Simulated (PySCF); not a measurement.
**CoCl₂: map over both bonds**

These are results of UwB97X in PySCF with Co def2-TZVP, Cl def2-TZVP; no relativity; density-fitted integrals, not measurements.

Rigid scan from the quartet minimum (Co–Cl 2.082 Å (×2); Cl–Co–Cl 180.0°). Coordinate: rows scale the first bond (Co–Cl), columns the second (Co–Cl). Energies in kJ/mol from the minimum.

Rows run from the largest first scale (top) to the smallest, columns from the smallest second scale to the largest. Lower edges of the bins (kJ/mol): '0' 0.09, '1' 0.72, '2' 1.71, '3' 3.27, '4' 5.75, '5' 9.69, '6' 15.92, '7' 25.81, '8' 41.47, '9' 66.29; top 106.
```
888899
766789
643578
530368
643468
765678
```

**Question.** Give the energies on the grid of the scan.

**Answer.** 
```csv
scale \ scale,0.94,0.97,1.00,1.04,1.09,1.15
0.94,31,19,15,19,35,64
0.97,19,7,3,8,24,54
1.00,15,3,0,5,22,51
1.04,19,8,5,10,27,57
1.09,35,24,22,27,45,75
1.15,64,54,51,57,75,106
```

Other spin states or occupations of the open shell can lie lower.
